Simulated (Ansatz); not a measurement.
Computed with Ansatz on PBE0-D4/def2-TZVP structures; ΔE is electronic, products minus reactants. CCSD(T)/CBS is the MP2 limit (def2-TZVPP, def2-QZVPP) plus CCSD(T) − MP2 in def2-TZVPP, frozen cores. This one scheme is used for every species, atoms too. DFT in def2-TZVPP. B3LYP here is the variant with VWN-RPA as its local correlation; programs differ in this. Open shells (•) are unrestricted, without spin–orbit coupling. Spin–orbit coupling would lower the free atoms: a little for C, F, Si.

`FC(F)(F)[SiH3]` → C• + 3 F• + 3 H• + Si•  (atomization)

(1) What is ΔE at CCSD(T)/CBS? (Best estimate.)

(2) What do these levels give: PBE-D4, r2SCAN0-D4, BHLYP-D4, B2PLYP, revPBE, BLYP, B3LYP, BHLYP, MP2/def2-SVP, CCSD/def2-TZVPP, CCSD(T)/def2-TZVPP, MP2/CBS(def2)? (Best estimate.)

(3) What do rigid-rotor, harmonic-oscillator terms from PBE0-D4/def2-TZVP frequencies (298.15 K, 1 bar) make of the CCSD(T)/CBS value? (Estimate.)

Largest T1 diagnostic among the species: 0.013.

Answers

(1) The calculation gave: +2767.3 kJ/mol.

(2) Computed: PBE-D4 2840.9, r2SCAN0-D4 2703.7, BHLYP-D4 2635.0, B2PLYP 2729.0, revPBE 2704.8, BLYP 2740.3, B3LYP 2729.7, BHLYP 2619.7, MP2/def2-SVP 2671.3, CCSD/def2-TZVPP 2638.9, CCSD(T)/def2-TZVPP 2687.5, MP2/CBS(def2) 2846.5 kJ/mol.

(3) Computed: ΔZPE = -101.9 kJ/mol, ΔH = +2696.8 kJ/mol, ΔS = 839 J/(mol·K), ΔG = +2446.7 kJ/mol. Open shells count their whole term as degenerate.

From PBE to PBE0 (25 % exact exchange), in def2-TZVPP and without D4, ΔE moves by −84.6 kJ/mol: exact exchange takes away binding that semilocal exchange gives to molecules. Leaving LDA and LC-ωPBE aside and taking each functional with its dispersion term where it has one, the values spread over 205.9 kJ/mol, from BHLYP-D4 to PBE-D4. LDA lies +446.5 kJ/mol from PBE without D4, its usual overbinding.

For atomizations the MP2-based limit and the directly extrapolated one differ by several kJ/mol either way, and by 10 to 25 for some Ge, Se and Sn compounds, so smaller differences from it don't rank the levels.
